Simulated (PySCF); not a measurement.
Predicted microwave data (PySCF 2.14.0, PBE0-D3(BJ)/def2-SVP geometry optimisation, gas phase) for one isomer of C3H7B:

```
Rotational constants : A = 16763, B = 5428, C = 4207 MHz
Dipole components    : |μa| = 1.85 D, |μb| = 0.62 D, |μc| = 0.00 D
Inertial defect      : -3.13 u·Å²
κ                    : -0.81
```

Question: Which candidate fits, each taken in the one conformer that was computed?
A. `[BH2:1][CH2:2][CH:3]=[CH2:4]` with H–B1–C2–C3 -22° and 164°, B1–C2–C3–C4 -130°
B. `BC(=C)C`
C. `B/C=C\C`

Answer: C. It is B/C=C\C, an asymmetric top, point group Cs. The candidates at the same level (rigid rotor, commonest isotopes):

| SMILES | A (MHz) | B (MHz) | C (MHz) | μa (D) | μb (D) | μc (D) | Δ (u·Å²) | point group | rotor |
| --- | --- | --- | --- | --- | --- | --- | --- | --- | --- |
| BC(=C)C | 9908 | 8307 | 4649 | 0.79 | 0.87 | 0.00 | -3.13 | – | asymmetric top |
| BCC=C | 26868 | 4187 | 3976 | 0.03 | 0.34 | 0.44 | -12.42 | C1 | near-prolate asymmetric top |
| B/C=C\C | 16763 | 5428 | 4207 | 1.85 | 0.62 | 0.00 | -3.13 | Cs | asymmetric top |

`BC(=C)C` has B 53 % too high; `BCC=C` has A 60 % too high. In the right answer the mirror of this Cs structure is the ab plane, so μc vanishes by symmetry. No structure here is proved a minimum.
